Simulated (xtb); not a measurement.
xtb input file for GeHIO, SMILES [OH][Ge][I] (connectivity only; charge and spin as stated), neutral, multiplicity 1, GFN2-xTB. 

```
$ xtb mol.xyz --gfn 2 --sp --chrg 0 --uhf 0 --json
$ cat mol.xyz
4

Ge     0.45191537     1.35692766     0.00000000
I     -0.05794894    -1.16114133    -0.00000000
O     -1.22942059     1.91373396     0.00000000
H     -1.55463333     2.80893351    -0.00000000
```

Output:

```
[banner left out]
          |                Calculation Setup                |
           -------------------------------------------------



           -------------------------------------------------
          |                 G F N 2 - x T B                 |
           -------------------------------------------------

        Reference                      10.1021/acs.jctc.8b01176
      * Hamiltonian:
        H0-scaling (s, p, d)           1.850000    2.230000    2.230000
        zeta-weighting                 0.500000
      * Dispersion:
        s8                             2.700000
        a1                             0.520000
        a2                             5.000000
        s9                             5.000000
      * Repulsion:
        kExp                           1.500000    1.000000
        rExp                           1.000000
      * Coulomb:
        alpha                          2.000000
        third order                    shell-resolved
        anisotropic                    true
        a3                             3.000000
        a5                             4.000000
        cn-shift                       1.200000
        cn-exp                         4.000000
        max-rad                        5.000000


          ...................................................
          :                      SETUP                      :
          :.................................................:
          :  # basis functions                  25          :
          :  # atomic orbitals                  23          :
          :  # shells                            9          :
          :  # electrons                        18          :
          :  max. iterations                   250          :
          :  Hamiltonian                  GFN2-xTB          :
          :  restarted?                      false          :
          :  GBSA solvation                  false          :
          :  PC potential                    false          :
          :  electronic temp.          300.0000000     K    :
          :  accuracy                    1.0000000          :
          :  -> integral cutoff          0.2500000E+02      :
          :  -> integral neglect         0.1000000E-07      :
          :  -> SCF convergence          0.1000000E-05 Eh   :
          :  -> wf. convergence          0.1000000E-03 e    :
          :  Broyden damping             0.4000000          :
          :  net charge                          0          :
          :  unpaired electrons                  0          :
          ...................................................

 iter      E             dE          RMSdq      gap      omega  full diag
   1     -9.7186199 -0.971862E+01  0.318E+01    1.28       0.0  T
   2     -9.7882405 -0.696207E-01  0.308E+01    5.14       1.0  T
   3    -10.4292402 -0.641000E+00  0.821E+00    4.27       1.0  T
   4    -10.4508356 -0.215953E-01  0.115E+01    3.18       1.0  T
   5    -10.4525885 -0.175296E-02  0.757E+00    3.23       1.0  T
   6    -10.4618896 -0.930111E-02  0.207E+00    4.00       1.0  T
   7    -10.4655065 -0.361685E-02  0.662E-01    3.83       1.0  T
   8    -10.4644495  0.105698E-02  0.126E+00    3.70       1.0  T
   9    -10.4656874 -0.123789E-02  0.989E-02    3.83       1.0  T
  10    -10.4656938 -0.643691E-05  0.657E-02    3.83       1.0  T
  11    -10.4656965 -0.265361E-05  0.126E-02    3.84       4.0  T
  12    -10.4656965 -0.449258E-07  0.455E-03    3.84      11.0  T
  13    -10.4656965 -0.389951E-08  0.124E-03    3.84      40.3  T
  14    -10.4656965 -0.374861E-09  0.123E-03    3.84      40.6  T
  15    -10.4656965 -0.515973E-09  0.216E-04    3.84     231.1  T
  16    -10.4656965 -0.254516E-10  0.618E-05    3.84     808.9  T

   *** convergence criteria satisfied after 16 iterations ***

         #    Occupation            Energy/Eh            Energy/eV
      -------------------------------------------------------------
         1        2.0000           -0.7185585             -19.5530
       ...           ...                  ...                  ...
         3        2.0000           -0.6513454             -17.7240
         4        2.0000           -0.5545398             -15.0898
         5        2.0000           -0.4878944             -13.2763
         6        2.0000           -0.4821413             -13.1197
         7        2.0000           -0.4068194             -11.0701
         8        2.0000           -0.4060631             -11.0495
         9        2.0000           -0.4024880             -10.9523 (HOMO)
        10                         -0.2613678              -7.1122 (LUMO)
        11                         -0.1775480              -4.8313
        12                         -0.1377280              -3.7478
        13                          0.0048904               0.1331
        14                          0.0261162               0.7107
       ...                                ...                  ...
        23                          1.0014445              27.2507
      -------------------------------------------------------------
                  HL-Gap            0.1411202 Eh            3.8401 eV
             Fermi-level           -0.3319279 Eh           -9.0322 eV

 SCC (total)                   0 d,  0 h,  0 min,  0.007 sec
 SCC setup                      ...        0 min,  0.000 sec (  3.053%)
 Dispersion                     ...        0 min,  0.000 sec (  0.812%)
 classical contributions        ...        0 min,  0.000 sec (  0.431%)
 integral evaluation            ...        0 min,  0.001 sec ( 15.827%)
 iterations                     ...        0 min,  0.004 sec ( 58.063%)
 molecular gradient             ...        0 min,  0.001 sec ( 19.934%)
 printout                       ...        0 min,  0.000 sec (  1.606%)

         :::::::::::::::::::::::::::::::::::::::::::::::::::::
         ::                     SUMMARY                     ::
         :::::::::::::::::::::::::::::::::::::::::::::::::::::
         :: total energy             -10.440696315727 Eh    ::
         :: gradient norm              0.000236188415 Eh/a0 ::
         :: HOMO-LUMO gap              3.840075742879 eV    ::
         ::.................................................::
         :: SCC energy               -10.465696548421 Eh    ::
         :: -> isotropic ES            0.008669442372 Eh    ::
         :: -> anisotropic ES         -0.001106921530 Eh    ::
         :: -> anisotropic XC         -0.012110365406 Eh    ::
         :: -> dispersion             -0.002434612041 Eh    ::
         :: repulsion energy           0.025000232693 Eh    ::
         :: add. restraining           0.000000000000 Eh    ::
         :: total charge              -0.000000000000 e     ::
         :::::::::::::::::::::::::::::::::::::::::::::::::::::

           -------------------------------------------------
          |                Property Printout                |
           -------------------------------------------------

    * Orbital Energies and Occupations

         #    Occupation            Energy/Eh            Energy/eV
      -------------------------------------------------------------
         1        2.0000           -0.7185585             -19.5530
         2        2.0000           -0.7053972             -19.1948
         3        2.0000           -0.6513454             -17.7240
         4        2.0000           -0.5545398             -15.0898
         5        2.0000           -0.4878944             -13.2763
         6        2.0000           -0.4821413             -13.1197
         7        2.0000           -0.4068194             -11.0701
         8        2.0000           -0.4060631             -11.0495
Note: The following floating-point exceptions are signalling: IEEE_DENORMAL
normal termination of xtb
         9        2.0000           -0.4024880             -10.9523 (HOMO)
        10                         -0.2613678              -7.1122 (LUMO)
        11                         -0.1775480              -4.8313
        12                         -0.1377280              -3.7478
        13                          0.0048904               0.1331
        14                          0.0261162               0.7107
        15                          0.0323020               0.8790
        16                          0.0509768               1.3871
        17                          0.0671217               1.8265
        18                          0.0778982               2.1197
        19                          0.1390097               3.7826
        20                          0.1711015               4.6559
       ...                                ...                  ...
        23                          1.0014445              27.2507
      -------------------------------------------------------------
                  HL-Gap            0.1411202 Eh            3.8401 eV
             Fermi-level           -0.3319279 Eh           -9.0322 eV

     #   Z          covCN         q      C6AA      α(0)
     1  32 Ge       1.653     0.396   246.710    32.855
     2  53 I        0.876    -0.200   386.767    33.950
     3   8 O        1.587    -0.496    22.839     6.449
     4   1 H        0.806     0.300     0.721     1.333

 Mol. C6AA /au·bohr⁶  :       1651.931692
 Mol. C8AA /au·bohr⁸  :     130494.510095
 Mol. α(0) /au        :         74.587439


Wiberg/Mayer (AO) data.
largest (>0.10) Wiberg bond orders for each atom

 ---------------------------------------------------------------------------
     #   Z sym  total        # sym  WBO       # sym  WBO       # sym  WBO
 ---------------------------------------------------------------------------
     1  32 Ge   2.588 --     3 O    1.323     2 I    1.240
     2  53 I    1.257 --     1 Ge   1.240
     3   8 O    2.210 --     1 Ge   1.323     4 H    0.877
     4   1 H    0.910 --     3 O    0.877
 ---------------------------------------------------------------------------

Topologies differ in total number of bonds
Writing topology from bond orders to xtbtopo.mol

molecular dipole:
                 x           y           z       tot (Debye)
 q only:        0.630       1.255       0.000
   full:        0.823       3.229      -0.000       8.470
molecular quadrupole (traceless):
                xx          xy          yy          xz          yz          zz
 q only:       -1.604       0.457       3.510       0.000       0.000      -1.905
  q+dip:        0.013      -0.355       0.409      -0.000       0.000      -0.422
   full:       -1.333      -0.787      -0.228       0.000       0.000       1.561


           -------------------------------------------------
          | TOTAL ENERGY              -10.440696315727 Eh   |
          | GRADIENT NORM               0.000236188415 Eh/α |
          | HOMO-LUMO GAP               3.840075742879 eV   |
           -------------------------------------------------

------------------------------------------------------------------------
------------------------------------------------------------------------
 total:
 SCF:
```

Self-consistency was reached.

Cost: very roughly 0.06 core-seconds.
